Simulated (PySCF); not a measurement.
PySCF input file for NbOF₃, SMILES [O]=[Nb]([F])([F])[F], multiplicity 1, TDDFT-PBE0/def2-SVPD. Geometry: B3LYP-D3(BJ)/def2-SVP. The multiplicity is an assumed one; other spin states were not compared. The def2 effective core potentials stand for the cores of Nb; spin–orbit coupling is left out.

```python
import numpy as np
from pyscf import gto, scf, dft, tdscf

mol = gto.M(
    atom='''
    Nb   -0.00000000    0.00000000   -0.02451900
    O     0.00000001    0.00000002   -1.71613262
    F     1.53834047    0.88816129    0.54571630
    F     0.00000000   -1.77632258    0.54571628
    F    -1.53834048    0.88816128    0.54571629
    ''',
    basis='def2-SVPD',
    ecp={'Nb': 'def2-svp'},
    charge=0,
    spin=0,
    symmetry=True,
    max_memory=1600,
    verbose=4,
)
mf = dft.RKS(mol, xc='pbe0').density_fit(auxbasis='def2-universal-jkfit')
mf.grids.level = 3
mf.conv_tol = 1e-9
mf.max_cycle = 100
mf.kernel()
mf.grids = dft.Grids(mol).set(level=1).build(with_non0tab=True)  # coarser grid for the response kernel
td = tdscf.TDDFT(mf)
td.singlet = True
td.nstates = 10
td.conv_tol = 1e-4
td.positive_eig_threshold = 1e-6
td.kernel(x0=td.get_init_guess(mf, 15))
td.analyze()
tt = tdscf.TDA(mf)
tt.singlet = False
tt.nstates = 4
tt.conv_tol = 1e-4
tt.positive_eig_threshold = 1e-6
tt.kernel(x0=tt.get_init_guess(mf, 9))
tt.analyze(verbose=3)
```

Output:

```
PySCF version 2.14.0

[INPUT] verbose = 4
[INPUT] num. atoms = 5
[INPUT] num. electrons = 48
[INPUT] charge = 0
[INPUT] spin (= nelec alpha-beta = 2S) = 0
[INPUT] symmetry True subgroup None
[INPUT] Mole.unit = angstrom
[INPUT] Symbol           X                Y                Z      unit          X                Y                Z       unit  Magmom
[INPUT]  1 Nb     0.000000000000   0.000000000000  -0.024519000000 AA    0.000000000000   0.000000000000  -0.046334194848 Bohr   0.0
[INPUT]  2 O      0.000000010000   0.000000020000  -1.716132620000 AA    0.000000018897   0.000000037795  -3.243020645232 Bohr   0.0
[INPUT]  3 F      1.538340470000   0.888161290000   0.545716300000 AA    2.907042174635   1.678381592540   1.031254348711 Bohr   0.0
[INPUT]  4 F      0.000000000000  -1.776322580000   0.545716280000 AA    0.000000000000  -3.356763185081   1.031254310916 Bohr   0.0
[INPUT]  5 F     -1.538340480000   0.888161280000   0.545716290000 AA   -2.907042193532   1.678381573643   1.031254329814 Bohr   0.0

nuclear repulsion = 213.633185574233
point group symmetry = C3v, use subgroup Cs
symmetry origin: [-2.48648213e-10  1.74053723e-09 -3.23242626e-09]
symmetry axis x: [-8.51877155e-10  1.00000000e+00 -7.64703902e-09]
symmetry axis y: [4.37120156e-09 7.64703903e-09 1.00000000e+00]
symmetry axis z: [ 1.00000000e+00  8.51877122e-10 -4.37120156e-09]
num. orbitals of irrep A' = 78
num. orbitals of irrep A" = 48
number of shells = 48
number of NR pGTOs = 192
number of NR cGTOs = 126
basis = def2-SVPD
ecp = {'Nb': 'def2-svp'}


[settings echo left out]
init E= -424.036304571386
HOMO (A") = -0.74448760407379  LUMO (A') = -0.551177135515427  gap/eV = 5.26025
cycle= 1 E= -431.03634819872  delta_E=   -7  |g|= 1.14  |ddm|= 4.85
HOMO (A') = -0.292112427688319  LUMO (A') = 0.0132515597582525  gap/eV = 8.30938
cycle= 2 E= -430.923890354517  delta_E= 0.112  |g|= 1.31  |ddm|= 3.04
HOMO (A") = -0.319849873019241  LUMO (A') = -0.0730439286340605  gap/eV = 6.71593
cycle= 3 E= -431.231014116144  delta_E= -0.307  |g|= 0.818  |ddm|= 1.72
HOMO (A") = -0.40812965627737  LUMO (A') = -0.0985008206786659  gap/eV = 8.42543
cycle= 4 E= -431.349051845556  delta_E= -0.118  |g|= 0.193  |ddm|= 0.602
HOMO (A") = -0.3932364404375  LUMO (A') = -0.0982221208442411  gap/eV = 8.02775
cycle= 5 E= -431.353496728904  delta_E= -0.00444  |g|= 0.118  |ddm|=  0.2
HOMO (A") = -0.398041383580527  LUMO (A') = -0.0958504934772328  gap/eV = 8.22303
cycle= 6 E= -431.356009973617  delta_E= -0.00251  |g|= 0.00618  |ddm|= 0.0775
HOMO (A") = -0.398070274317733  LUMO (A') = -0.0955271411579766  gap/eV = 8.23262
cycle= 7 E= -431.356015976806  delta_E= -6e-06  |g|= 0.00183  |ddm|= 0.00744
HOMO (A") = -0.398061371277645  LUMO (A') = -0.0956156697335793  gap/eV = 8.22997
cycle= 8 E= -431.356016587496  delta_E= -6.11e-07  |g|= 0.000571  |ddm|= 0.00153
HOMO (A") = -0.398059445772676  LUMO (A') = -0.0956575934852992  gap/eV = 8.22877
cycle= 9 E= -431.356016653925  delta_E= -6.64e-08  |g|= 3.48e-05  |ddm|= 0.000516
HOMO (A") = -0.398057050821483  LUMO (A') = -0.0956579992810447  gap/eV = 8.22870
cycle= 10 E= -431.356016654269  delta_E= -3.44e-10  |g|= 6.68e-06  |ddm|= 4.89e-05
HOMO (A") = -0.398058472850844  LUMO (A') = -0.0956570305827  gap/eV = 8.22876
Extra cycle  E= -431.356016654203  delta_E= 6.63e-11  |g|= 1.99e-05  |ddm|= 1.91e-05
converged SCF energy = -431.356016654203
tot grids = 29256
Overwritten attributes  positive_eig_threshold  of <class 'pyscf.tdscf.rks.TDDFT'>


******** <class 'pyscf.tdscf.rks.TDDFT'> for <class 'pyscf.df.df_jk.DFSymAdaptedRKS'> ********
nstates = 10 singlet
deg_eia_thresh = 1.000e-03
wfnsym = None
conv_tol = 0.0001
eigh lindep = 1e-12
eigh level_shift = 0
eigh max_cycle = 100


Excitation energies (eV)
[6.08890211 6.31719237 6.31720285 6.52083179 6.52083918 6.64264461
 7.63629077 7.86281733 7.86295417 8.06408374]

** Singlet excitation energies and oscillator strengths **
Excited State   1:   A"      6.08890 eV    203.62 nm  f=0.0000
      23 -> 26       -0.49406
      24 -> 25        0.49416
Excited State   2:   A"      6.31719 eV    196.26 nm  f=0.0013
      23 -> 26       -0.49550
      24 -> 25       -0.49541
Excited State   3:   A'      6.31720 eV    196.26 nm  f=0.0013
      23 -> 25        0.49549
      24 -> 26       -0.49542
Excited State   4:   A'      6.52083 eV    190.14 nm  f=0.0005
      22 -> 25       -0.69508
Excited State   5:   A"      6.52084 eV    190.14 nm  f=0.0005
      22 -> 26       -0.69508
Excited State   6:   A'      6.64264 eV    186.65 nm  f=0.0142
      23 -> 25       -0.46636
      23 -> 28       -0.16190
      24 -> 26       -0.46642
      24 -> 27       -0.16191
Excited State   7:   A"      7.63629 eV    162.36 nm  f=0.0000
      23 -> 27       -0.49213
      24 -> 28        0.49206
Excited State   8:  ???      7.86282 eV    157.68 nm  f=0.0001
      22 -> 27       -0.10034
      23 -> 27        0.48268
      24 -> 28        0.48275
Excited State   9:   A'      7.86295 eV    157.68 nm  f=0.0001
      22 -> 28       -0.10031
      23 -> 28       -0.48270
      24 -> 27        0.48274
Excited State  10:   A'      8.06408 eV    153.75 nm  f=0.0026
      22 -> 28        0.68608

** Transition electric dipole moments (AU) **
state          X           Y           Z        Dip. S.      Osc.
  1         0.0000     -0.0000     -0.0000      0.0000      0.0000
  2        -0.0925      0.0000     -0.0000      0.0086      0.0013
  3        -0.0000     -0.0925      0.0000      0.0086      0.0013
  4         0.0000      0.0539      0.0000      0.0029      0.0005
  5         0.0539     -0.0000      0.0000      0.0029      0.0005
  6        -0.0000     -0.0001     -0.2950      0.0870      0.0142
  7        -0.0000      0.0000      0.0000      0.0000      0.0000
  8         0.0218      0.0000     -0.0000      0.0005      0.0001
  9        -0.0000      0.0217     -0.0000      0.0005      0.0001
 10        -0.0000     -0.1142      0.0000      0.0130      0.0026

WARN: ECP detected. Skipping calculation of transition velocity and magnetic dipole moments, which have not yet been implemented.

Overwritten attributes  positive_eig_threshold  of <class 'pyscf.tdscf.rks.TDA'>


******** <class 'pyscf.tdscf.rks.TDA'> for <class 'pyscf.df.df_jk.DFSymAdaptedRKS'> ********
nstates = 4 triplet
deg_eia_thresh = 1.000e-03
wfnsym = None
conv_tol = 0.0001
eigh lindep = 1e-12
eigh level_shift = 0
eigh max_cycle = 100


Excitation energies (eV)
[5.47919038 5.75519078 5.75521984 6.04236843]

** Triplet excitation energies and oscillator strengths **
Excited State   1:   A'      5.47919 eV    226.28 nm  f=0.0000
Excited State   2:   A"      5.75519 eV    215.43 nm  f=0.0000
Excited State   3:   A'      5.75522 eV    215.43 nm  f=0.0000
Excited State   4:   A"      6.04237 eV    205.19 nm  f=0.0000
```

Self-consistency was reached.

Cost: very roughly 100 core-seconds.
